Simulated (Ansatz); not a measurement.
The same path of C$_{2}$H$_{10}$OSiSn (15 atoms, charge 0, multiplicity 1) was run 3 times with different band settings. The coordinate that changes most is the dihedral H7–C1–Sn2–O3.

These are results of Ansatz, RKS PBE-D4/def2-SVP, not measurements.

Relaxed end points:

```xyz
15
Properties=species:S:1:pos:R:3
C -0.998 1.067 1.797
Sn 0.487 -0.384 1.174
O 2.261 0.532 0.863
C -0.118 -1.335 -0.700
Si -0.121 -0.131 -2.147
H -1.929 0.548 2.097
H -0.613 1.650 2.656
H -1.221 1.754 0.957
H 0.890 -1.546 2.392
H 2.234 1.033 0.026
H -1.131 -1.764 -0.550
H 0.584 -2.174 -0.886
H 1.231 0.526 -2.282
H -1.130 0.963 -1.905
H -0.449 -0.789 -3.462
```

```xyz
15
Properties=species:S:1:pos:R:3
C -1.033 1.035 1.801
Sn 0.438 -0.430 1.177
O 2.240 0.454 0.944
C -0.135 -1.307 -0.743
Si -0.043 -0.064 -2.154
H -0.656 1.591 2.680
H -1.226 1.744 0.973
H -1.979 0.525 2.070
H 0.783 -1.637 2.367
H 2.250 0.976 0.119
H -1.168 -1.699 -0.637
H 0.540 -2.167 -0.930
H 1.342 0.528 -2.239
H -1.003 1.071 -1.904
H -0.370 -0.669 -3.495
```

Common settings: movable images 7; climbing image yes; spring 5.0 eV/Å²; start path through a guess of the saddle point; end points relaxed.

| run | optimiser | force threshold | iteration limit |
| --- | --- | --- | --- |
| 1 | quadratic models (default) | 0.03 eV/Å | 60 |
| 2 | quadratic models (default) | 0.2 eV/Å | 59 |
| 3 | fire | 0.03 eV/Å | 60 |

Task: What does each run give, and how far can it be trusted?

Result: Run 1: converged after 6 iterations, highest image 0.013 eV above the first end. A vibrational analysis at the climbing image gives one clearly imaginary mode, 60i cm⁻¹: a first-order saddle point.
Run 2: converged after 4 iterations, highest image 0.015 eV above the first end. The threshold of 0.2 eV/Å is loose, so the images may lie well off the minimum-energy path. Another band between the same ends (7 images) ends at a top of the same energy, where a vibrational analysis finds 1 clearly imaginary mode.
Run 3: converged after 40 iterations, highest image 0.020 eV above the first end. The order of the stationary point at the top wasn't checked.
